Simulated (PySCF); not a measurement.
Run record: excited-state job, `OB(O)C1=C[Se]C=C1`.

Computed with TDDFT CAM-B3LYP/def2-SVPD, vertical, gas phase, core orbitals frozen in the response (PySCF 2.14.0, density-fitted response routines). Geometry: GFN2-xTB. The input is one job of a driver script: a line of settings, then coordinates in Å.

Input:
```
{"job": {"kind": "uv", "xc": "CAM-B3LYP", "basis": "def2-SVPD", "nstates": 8, "ntriplets": 3}, "charge": 0, "multiplicity": 1}
O     -2.020495    -1.153293    -0.472463
B     -1.477855     0.004886    -0.041343
O     -2.324627     1.016767     0.300607
C      0.090470     0.108986     0.037331
C      0.951835    -0.972125    -0.317798
C      2.277378    -0.729174    -0.193558
Se     2.618402     0.988220     0.419308
C      0.781163     1.214445     0.446170
H     -2.978243    -1.144018    -0.492953
H     -1.922564     1.829035     0.600340
H      0.551571    -1.910703    -0.659060
H      3.083288    -1.407545    -0.409789
H      0.365290     2.155005     0.765481
```

**Question.** Estimate the output.

**Answer.** 
```
coarse grid: 55952 points
cycle   1  E = -2731.7013499713  dE =  6.975e-01  |g| = 8.563e-01  |ddm| = 7.388e+00
cycle   2  E = -2731.6478604868  dE =  5.349e-02  |g| = 1.044e+00  |ddm| = 2.341e+00
cycle   3  E = -2731.8465264975  dE = -1.987e-01  |g| = 5.604e-02  |ddm| = 1.356e+00
cycle   4  E = -2731.8471090547  dE = -5.826e-04  |g| = 3.497e-02  |ddm| = 1.734e-01
cycle   5  E = -2731.8473903218  dE = -2.813e-04  |g| = 1.194e-02  |ddm| = 9.445e-02
cycle   6  E = -2731.8474281943  dE = -3.787e-05  |g| = 2.684e-03  |ddm| = 2.718e-02
cycle   7  E = -2731.8474302040  dE = -2.010e-06  |g| = 1.003e-03  |ddm| = 7.014e-03
final grid: 118392 points
cycle   8  E = -2731.8474324400  dE = -1.103e-07  |g| = 1.176e-03  |ddm| = 7.960e-03
cycle   9  E = -2731.8474322432  dE =  1.968e-07  |g| = 1.509e-03  |ddm| = 4.455e-03
cycle  10  E = -2731.8474328122  dE = -5.689e-07  |g| = 1.084e-04  |ddm| = 2.634e-03
cycle  11  E = -2731.8474328168  dE = -4.655e-09  |g| = 5.329e-05  |ddm| = 3.286e-04
cycle  12  E = -2731.8474328189  dE = -2.067e-09  |g| = 2.000e-05  |ddm| = 2.989e-04
cycle  13  E = -2731.8474328190  dE = -1.355e-10  |g| = 3.869e-06  |ddm| = 6.408e-05
converged SCF energy = -2731.8474328190

Static polarisability (au): isotropic 90.252, principal 59.035 91.580 120.141

Singlet excitations
state   eV       nm        f      main configurations
  1   5.2994    234.0   0.10780   H->L 0.92
  2   5.4135    229.0   0.00012   H->L+2 0.35, H->L+1 0.32
  3   5.4542    227.3   0.10036   H-1->L 0.93
  4   5.7425    215.9   0.00339   H-1->L+1 0.42, H-1->L+2 0.29, H->L+1 0.08
  5   6.3819    194.3   0.00003   H-1->L+2 0.39, H-1->L+1 0.37, H-1->L+4 0.10
  6   6.5344    189.7   0.01579   H->L+1 0.33, H->L+2 0.29, H->L+3 0.16
  7   6.7571    183.5   0.01422   H->L+3 0.54, H-1->L+3 0.13, H-2->L 0.11
  8   6.8848    180.1   0.00168   H-2->L 0.83

Triplet excitations (Tamm-Dancoff, eV): 3.5450 4.1472 5.0747
```

The SCF starts on a coarse grid where the log names one; the energy can jump when the final grid takes over, and dE then counts from the start density on the new grid. H and L stand for HOMO and LUMO; the number after each pair is its weight.

**Question.** Which computed singlet has the largest oscillator strength, and what do all of them sum to?

**Answer.** State 1 at 5.30 eV (234 nm), f = 0.108; the 8 states sum to 0.243.

**Question.** Give the mean polarisability as a volume in Å³, and the ratio of the largest to the smallest principal value.

**Answer.** 90.252 au × 0.148185 = 13.37 Å³; 120.141/59.035 = 2.04.

In short: HOMO -8.21 eV, LUMO 0.09 eV; lowest singlet 5.30 eV; lowest triplet 3.54 eV (Tamm–Dancoff); mean polarisability 90.3 au.

 Relativistic effects, spin–orbit coupling among them, are left out although an element past zinc is present.

Time: 65 s wall. Hardware: one thread of an Arm Neoverse V1, no GPU (shared host).

One conformer stands for the species.
Labels such as C1 count atoms from 1, the log's own numbers from 0.
